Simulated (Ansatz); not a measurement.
Coupled-cluster diagnostics for the cluster Ge2Sb, Ansatz.

Geometry of the doublet (PBE0-D4/def2-TZVP):

```xyz
3

Sb   -0.3665   -1.6522    0.7208
Ge    1.0523    0.1539    0.0296
Ge   -0.6857    1.4983   -0.7505
```

In the def2 sets Sb takes a core potential; there is no spin–orbit coupling. Correlated methods freeze 22 core orbitals; core or outer-core shells of Sb, Ge are correlated, in sets that lack core-valence functions. Another isomer (doublet) lies 1.11 eV lower at PBE0-D4/def2-TZVP; other spin states weren't run for this one.

Q: Estimate the CCSD(T) correlation energy, the shares of MP2 and (T), T1 and the reference's ⟨S²⟩ for: charge 0, doublet, own geometry in def2-SVP; and the rough time on 4 threads of Arm Neoverse V1 on a shared host.

A: 
```tsv
state	basis	correlation (eV)	MP2 share (%)	(T) share (%)	T1	⟨S²⟩ (pure)	wall time	remarks
charge 0, doublet, own geometry	def2-SVP	-14.448	90.3	4.9	0.052	1.95 (0.75)	9 s	large T1, spin-contaminated
```
Customary marks for T1 are 0.02 (closed shells), 0.045 (open shells) and about 0.05 (3d metals). T1 exceeds 0.02 in 1 of 1 rows and 0.045 in 1; the higher it lies, the less the single-reference result can be trusted.
